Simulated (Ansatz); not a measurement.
```xyz
12

F     1.431    0.932   -2.171
Ge    0.272    0.992   -0.865
C    -0.845   -0.608   -0.658
C    -0.423   -0.622    0.835
C     0.879    0.220    0.834
H    -0.338    2.404   -0.944
H    -0.394   -1.431   -1.216
H    -1.914   -0.587   -0.861
H    -0.299   -1.626    1.249
H    -1.186   -0.120    1.437
H     1.057    0.841    1.710
H     1.762   -0.395    0.650
```

The species carries charge 0 and has multiplicity 1.

(1) List the B3LYP/def2-TZVPP orbital energies in eV (Ansatz). (An estimate is asked.)

Results:

(1) Ansatz gave: Occupied: -10850.60, -1354.90, -1205.82, -1205.80, -1205.79, -670.42, -277.24, -276.85, -276.85, -169.51, -119.82, -119.73, -119.72, -33.75, -33.34, -33.33, -33.25, -33.25, -30.55, -21.99, -18.27, -16.49, -14.39, -12.99, -12.64, -11.20, -11.15, -10.85, -10.40, -9.83, -9.53, -7.99, -7.81. Lowest empty: 0.23, 0.59, 0.85, 1.12, 1.79, 2.33, 2.63, 3.12.

B3LYP here is the variant with VWN-RPA as its local correlation; programs differ in this.
